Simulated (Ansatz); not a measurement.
`CB[SiH](C)S`. The species carries charge 0 and has multiplicity 1. Geometry: relaxed with PBE0-D4/def2-TZVP. It is one conformer, not always the lowest.

```xyz
14

C     0.336   -1.879    0.733
B     0.569   -0.376    1.176
Si    0.448    1.169   -0.021
C    -0.196    1.182   -1.775
S    -1.242    0.712    1.401
H     1.307   -2.340    0.524
H    -0.269   -1.993   -0.172
H    -0.132   -2.473    1.523
H     1.137   -0.120    2.203
H     0.929    2.521    0.373
H    -0.657    0.224   -2.027
H    -0.922    1.981   -1.939
H     0.639    1.340   -2.464
H    -1.948    0.053    0.465
```

Question: What is the dipole moment at PBE/def2-TZVPP? (Estimate.)

Answer: Ansatz gave: 2.33 D, with components (-0.89, 0.48, -2.10) D in this frame, pointing from negative to positive charge.

Question: And with r2SCAN, B3LYP, ωB97M-V? (Best estimate.)

Answer: Computed: r2SCAN 2.38 D, B3LYP 2.34 D, ωB97M-V 2.38 D.

Question: Give the Mulliken charges with PBE, B3LYP, r2SCAN in def2-TZVPP. (Estimate.)

Answer: The calculation gave: 
```tsv
atom	PBE	B3LYP	r2SCAN
C1	-0.35	-0.33	-0.25
B2	0.02	0.06	0.04
Si3	0.14	0.20	0.25
C4	-0.37	-0.39	-0.30
S5	-0.13	-0.17	-0.14
H6	0.10	0.09	0.06
H7	0.06	0.06	0.02
H8	0.10	0.09	0.06
H9	0.03	0.03	0.00
H10	-0.06	-0.08	-0.09
H11	0.11	0.11	0.07
H12	0.12	0.11	0.09
H13	0.11	0.11	0.08
H14	0.12	0.11	0.11
```

B3LYP here is the variant with VWN-RPA as its local correlation; programs differ in this.
